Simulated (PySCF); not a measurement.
Ionisation energy of Pr⁵⁵⁺ by level of theory

Pr⁵⁵⁺ [He] 2s2 (1S) → Pr⁵⁶⁺ [He] 2s1 (2S), as a difference of total energies. Computed with PySCF 2.14 in an even-tempered Gaussian basis (21 s from 32 bohr⁻², ratio 2; 9 p from 49 bohr⁻², ratio 2.2; 6 d from 150 bohr⁻², ratio 2.2; 5 f from 220 bohr⁻², ratio 2.2; 5 g from 330 bohr⁻², ratio 2.2; 4 h from 490 bohr⁻², ratio 2.2), with scalar relativity by spin-free X2C-1e. The calculations carry no spin-orbit coupling.

```
method  ionisation energy (eV)
   UHF                 11653.6
  BLYP                 11659.4
 B3LYP                 11658.0
```

For this ion Breit and QED terms and the two-electron picture change, all absent here, outweigh the differences among the methods.

For comparison: 11641 ± 5 eV (theoretical estimate listed by NIST; NIST Atomic Spectra Database, ionization energies).
